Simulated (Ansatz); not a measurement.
(1) Predict a relaxed structure of the cluster B₈⁻ (the lowest doublet isomer of a short search), charge -1, doublet, at PBE-D4/def2-SVPD (Ansatz).

Answers

(1) 
Cartesian coordinates in Å:
```
B -0.102 0.741 -1.645
B 1.050 1.270 -0.692
B 0.001 -0.001 0.000
B -1.178 -0.337 -1.358
B 1.411 0.833 0.781
B -1.365 -1.167 -0.051
B 0.709 -0.224 1.666
B -0.526 -1.116 1.300
```
 This is one stationary point.

The structure comes from a short search, and lower isomers may exist.
